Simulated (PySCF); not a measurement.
Te(Me)(SMe) (C2H6STe), SMILES [Te](SC)C.

The structure is a stationary point at B3LYP-D3(BJ)/def2-SVP. The def2 effective core potentials stand for the cores of Te; spin–orbit coupling is left out. One conformer was computed; it need not be the lowest.

The numbers are results of PySCF with PBE/def2-TZVP, not measurements.

| Item | Value |
|---|---|
| total energy | -745.80418 hartree |
| highest occupied level | -5.11 eV |
| lowest empty level | -2.25 eV |
| orbital gap | 2.85 eV |
| dipole moment | 1.80 D |
| quadrupole, principal values (traceless, Buckingham form, about the centre of nuclear charge) | -5.63, -0.38, 6.00 D·Å |
| mean static polarisability | 87.1 bohr³ (12.90 Å³) |
| polarisability, principal values | 68.9, 79.5, 112.8 bohr³ |
